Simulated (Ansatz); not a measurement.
CuCl2, relaxed as a doublet with UKS PBE0-D4/def2-TZVP in Ansatz, starting from the GFN2-xTB geometry. Force threshold 0.02 eV/Å.

The structure comes from a short search, and lower isomers may exist.

Start:

```xyz
3

Cu    0.001   -0.001    0.000
Cl   -0.376   -0.770    1.845
Cl    0.376    0.770   -1.845
```

(1) Estimate the energy that the relaxation releases and the steps that it takes.

(2) Does the start keep its bonding and symmetry?

(3) Predict the relaxed structure.

Answers

(1) 1.1 kJ/mol, in 2 steps; 2.9 s on 4 threads of INTEL XEON PLATINUM 8581C on a shared host. No frequencies were taken in this run, so the end may be a saddle point.

(2) By distances, no bond broke or formed. The bond that changes most is Cu1–Cl3, from 2.03 to 2.06 Å (atoms count from 1). Point group D∞h at the start, D∞h at the end, both within 0.05 Å.

(3) 
```tsv
atom	x (Å)	y (Å)	z (Å)
Cu1	0.0003	-0.0002	-0.0001
Cl2	-0.3806	-0.7791	1.8678
Cl3	0.3803	0.7793	-1.8678
```
Bond lengths: 2 × Cl–Cu 2.06 Å.
